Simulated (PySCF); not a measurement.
## Dipole response of Ni (nickel, neutral)

[Ar] 3d8 4s2, high-spin 3F determinant. Calculation: PySCF 2.14, in x2c-QZVPPall with one added diffuse shell each of s, p, d, f, g type (12s8p7d5f3g, 133 functions); scalar relativity by spin-free X2C-1e. Coupled (time-dependent) response in atomic units; α is the mean over directions.

| method | mean α (bohr³) | C₆ (like pair) | S(−4) |
| --- | --- | --- | --- |
| PW91 | 46.46 | 370.9 | 1100 |

S(−4) is the Cauchy moment in α(ω) = α(0) + S(−4) ω² + …

Reference α: 49 ± 3 bohr³ (recommended; Schwerdtfeger and Nagle, table of static dipole polarizabilities (2023 update)). Published C₆: 373.0 (Chu and Dalgarno (2004); Tang, Norbeck and Certain (1976)).

α(iu) at PW91:

| u (hartree) | α(iu) (bohr³) |
| --- | --- |
| 0 | 46.46 |
| 0.0500 | 43.89 |
| 0.100 | 37.84 |
| 0.200 | 25.20 |
| 0.300 | 16.96 |
| 0.500 | 9.157 |
| 0.750 | 5.407 |
| 1.00 | 3.714 |
| 1.50 | 2.194 |
| 2.00 | 1.508 |
| 3.00 | 0.8749 |
| 5.00 | 0.4195 |

A single London oscillator, α(iu) = α/(1 + u²/ω²), gives C₆ = (3/4) ω α². Matching the computed C₆ needs ω = 4 × 370.9 / (3 × 46.46²) = 0.229 hartree.
